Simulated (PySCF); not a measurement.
Relaxation of singlet CrSe3

Method: PBE0/[Cr def2-SVP, Se def2-SVP], no relativity, density fitting, PySCF. A (50,194) grid was used.

A hand-made T-shaped start, of C2v symmetry, held to at least that symmetry:

Coordinates in bohr (charge 0 multiplicity 1):
```
Cr    0.0000    0.0000   -1.2075
Se    0.0000    0.0000    2.9121
Se    4.1171    0.0000   -1.0637
Se   -4.1171    0.0000   -1.0637
```

Question: What forces act on the atoms at the start (eV/Å)?

Answer: 
```csv
atom,Fx,Fy,Fz
Cr1,0.00,0.00,2.31
Se2,0.00,0.00,-1.65
Se3,0.54,0.00,-0.33
Se4,-0.54,0.00,-0.33
```

Question: What does it relax to?

Answer: It ends at C2v with Cr–Se 2.106 Å, Cr–Se 2.174 Å (×2); Se–Cr–Se 98.0° (×2), Se–Cr–Se 164.1° (after a last refinement on a finer grid). A frequency run shows 1 imaginary mode, down to 137i cm⁻¹, so it is a saddle point. Other isomers or separated fragments may lie lower.

Question: How much energy is released, and in how many steps?

Answer: 19.4 kJ/mol in 7 steps.

Stability towards spin polarisation was not tested.

The relaxation took about 2.6 core-minutes on a shared host.
